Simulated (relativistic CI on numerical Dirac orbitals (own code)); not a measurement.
How the errors of a small relativistic CI change along the 49-electron sequence

Levels calculated with a relativistic CI code on KLI orbitals, against measured ones, in five cumulative steps: (1) Dirac-Coulomb, each configuration alone; (2) with Breit and QED terms; (3) with configuration mixing; (4) with scaled Slater integrals; (5) with a P86 correlation estimate. Each ion has its own short list of configurations; levels above 2,000 cm⁻¹ that pair in every step are counted, and ions without enough such levels are left out. The scale is 0.85 up to charge 4 and 0.9 beyond; P86 is a density functional added for each configuration.

Median relative error (%):

| Ion | Ground | Levels | (1) | (2) | (3) | (4) | (5) |
| --- | --- | --- | --- | --- | --- | --- | --- |
| In I | 5s2 5p | 12 | 9.2 | 9.3 | 1.8 | 2.4 | 10.3 |
| Sn II | 5s2 5p | 12 | 4.8 | 4.9 | 4.5 | 2.1 | 7.2 |
| Sb III | 5s2 5p | 16 | 2.4 | 2.6 | 2.4 | 1.3 | 4.9 |
| Te IV | 5s2 5p | 9 | 1.9 | 2.0 | 3.5 | 1.5 | 3.3 |
| Xe VI | 5s2 5p | 27 | 1.9 | 2.0 | 1.4 | 1.4 | 1.6 |
| Cs VII | 5s2 5p | 38 | 2.8 | 2.9 | 2.0 | 1.4 | 1.2 |
| Ba VIII | 5s2 5p | 42 | 2.8 | 3.2 | 1.6 | 1.1 | 0.8 |

Mean absolute error (cm⁻¹):

```csv
Ion,(1),(2),(3),(4),(5)
In I,4692,4749,2170,1941,3439
Sn II,5684,5783,3200,1898,4527
Sb III,3638,3702,3808,2072,5236
Te IV,3546,3658,3797,1735,4774
Xe VI,7149,7320,4688,4391,5673
Cs VII,8053,8289,7101,5422,5085
Ba VIII,8299,8529,6506,4619,4388
```

In step (3), fully ab initio, the relative error is 1.8 % for In I and 1.6 % for Ba VIII, while the absolute error goes from 2170 to 6506 cm⁻¹. The usual fall of relative errors with the charge does not show here. The sets of levels differ from ion to ion, which blurs the trend. Mixing (step 3) lowers the mean absolute error for 5 of the 7 ions and scaling (step 4) for 7. The P86 step changes the mean absolute error by a factor of 1.8 for the first ion and 1.0 for the last.

Sources of the measured levels: In I, NIST Handbook of Basic Atomic Spectroscopic Data (Sansonetti and Martin, J. Phys. Chem. Ref. Data 34, 1559 (2005)); Sn II, NIST Handbook of Basic Atomic Spectroscopic Data (Sansonetti and Martin, J. Phys. Chem. Ref. Data 34, 1559 (2005)); Sb III, Moore, Atomic Energy Levels, vol. III, NSRDS-NBS 35 (1971 reprint of NBS Circular 467, 1958); Te IV, Moore, Atomic Energy Levels, vol. III, NSRDS-NBS 35 (1971 reprint of NBS Circular 467, 1958); Xe VI, Saloman, J. Phys. Chem. Ref. Data 33, 765 (2004); Cs VII, Sansonetti, J. Phys. Chem. Ref. Data 38, 761 (2009); Ba VIII, Sansonetti and Curry, J. Phys. Chem. Ref. Data 39, 043103 (2010).
